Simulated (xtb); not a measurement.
CH₅ClO₂Sn, SMILES [CH3][Sn]([OH])([OH])[Cl]. All values are semi-empirical tight-binding results from xtb (GFN2-xTB unless named), good for trends rather than for accurate numbers. Geometry: GFN2-xTB. The structure was generated by enumeration; whether it is a known compound was not checked. One conformer was computed; it need not be the lowest.

For metal compounds this method's bond lengths and energies can be far off.

```json
{
 "orbital_gap": "3.93 eV",
 "zero_point_energy": "37.5 kcal/mol",
 "G − E(el) at 298.15 K (modified RRHO)": "14.9 kcal/mol"
}
```
